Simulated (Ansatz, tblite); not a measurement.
Forces on (Cl)2Si(OSiH2)2O (Si3Cl2O3H4) at its PBE-D4/def2-SVP geometry. Total charge 0; singlet.

The xTB rows come from tblite. Correlated methods freeze 28 core orbitals.

GFN1-xTB (tblite), largest force 1.57 eV/Å:

```xyz
12
positions Å, forces eV/Å
Si   -1.165   -0.685   -1.016   -1.084   -0.637   -0.946
Cl   -1.636   -2.679   -1.114    0.183    0.649    0.061
Cl   -2.332    0.350   -2.348    0.402   -0.307    0.450
O     0.434   -0.473   -1.398    0.605    0.493    0.859
Si    1.716    0.184   -0.519    0.582   -0.038   -0.417
O     1.118    0.653    0.976   -0.516   -0.297   -0.451
Si   -0.414    0.581    1.655   -0.395    0.144    0.581
O    -1.443   -0.124    0.518    0.955    0.429    0.501
H     2.240    1.378   -1.250   -0.396   -0.642    0.443
H     2.763   -0.869   -0.334   -0.674    0.555   -0.044
H    -0.899    1.964    1.952    0.306   -0.773   -0.272
H    -0.383   -0.281    2.877    0.031    0.422   -0.765
```

GFN2-xTB (tblite), largest force 1.23 eV/Å:

```
Si 0.222 0.129 0.194
Cl 0.325 1.002 0.136
Cl 0.653 -0.428 0.718
O -0.324 0.326 0.977
Si -0.332 0.025 0.252
O -0.846 -0.491 -0.739
Si 0.240 -0.082 -0.332
O 1.006 0.080 -0.383
H -0.516 -0.512 0.366
H -0.723 0.375 0.005
H 0.249 -0.655 -0.414
H 0.046 0.231 -0.780
```

PBE-QIDH/def2-TZVP (Ansatz), largest force 1.13 eV/Å:

```
Si 0.724 0.424 0.632
Cl 0.166 0.787 0.020
Cl 0.446 -0.429 0.515
O -0.472 0.296 0.985
Si -1.058 -0.090 0.384
O -0.732 -0.424 -0.640
Si 0.322 -0.348 -1.025
O 1.004 0.023 -0.522
H -0.194 -0.408 0.255
H -0.372 0.357 -0.057
H 0.171 -0.476 -0.116
H -0.005 0.288 -0.431
```
